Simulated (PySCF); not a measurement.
Computed shifts of a molecule C₅H₄F₂O, PySCF with PBE/pcSseg-1, GIAO, gas phase, equivalent atoms averaged, in ppm (number of nuclei): ¹³C: 134.0 (1), 83.0 (1), 80.0 (1), 71.2 (1), 44.2 (1). ¹⁹F: -84.6 (1), -103.5 (1). ¹H: 4.64 (1), 4.37 (1), 4.15 (1), 2.55 (1). References: ¹³C against TMS (σ = 182.0 ppm); ¹⁷O against H2O (σ = 334.3 ppm); ¹⁹F against CFCl3 (σ = 133.6 ppm); ¹H against TMS (σ = 31.49 ppm), references at their B3LYP-D3(BJ)/def2-TZVP geometries, non-relativistic. Coordinates come from a B3LYP-D3(BJ)/def2-SVP optimisation. The values are those of a single conformer.

Problem. Identify the compound among the candidates.
(A) C=C1OC(=C)C1(F)F
(B) C=C(F)[C@@H]1OC=C1F
(C) C#C[C@@H]1COC1(F)F
(D) Cc1c(F)coc1F

Solution. C, C#C[C@@H]1COC1(F)F
